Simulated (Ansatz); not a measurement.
Reaction (β-hydride elimination): `CO[SiH2]OC(C)=O` → `CC(=O)O[SiH3]` + `C=O`

Isolated molecules relaxed with PBE0-D4/def2-TZVP in Ansatz; ΔE leaves out vibrations. CCSD(T)/CBS is the MP2 limit (def2-TZVPP, def2-QZVPP) plus CCSD(T) − MP2 in def2-TZVPP, frozen cores. This one scheme is used for every species. DFT in def2-TZVPP. B3LYP here is the variant with VWN-RPA as its local correlation; programs differ in this. One conformer a species, not always the lowest.

```json
{"level": "B3LYP-D4", "ΔE (kJ/mol)": "205.9"}
{"level": "CCSD/def2-TZVPP", "ΔE (kJ/mol)": "208.7"}
```

Q: What does CCSD(T)/CBS give? (An estimate is asked.)

A: Computed: +214.3 kJ/mol. The listed levels differ from it by -8.4, -5.6 kJ/mol.

Largest T1 diagnostic among the species: 0.015.

The D4 term adds +12.2 kJ/mol with B3LYP and +6.8 kJ/mol with PBE0; it sums over pairs of atoms, weighted by their polarisabilities, and B3LYP, whose exchange is more repulsive, gets the larger term. In def2-TZVPP, CCSD(T) changes the Hartree–Fock value by +12.1 kJ/mol (the triples alone add −1.4 kJ/mol) and MP2 by +21.7 kJ/mol. From PBE to PBE0 (25 % exact exchange), in def2-TZVPP and without D4, ΔE moves by +16.7 kJ/mol.
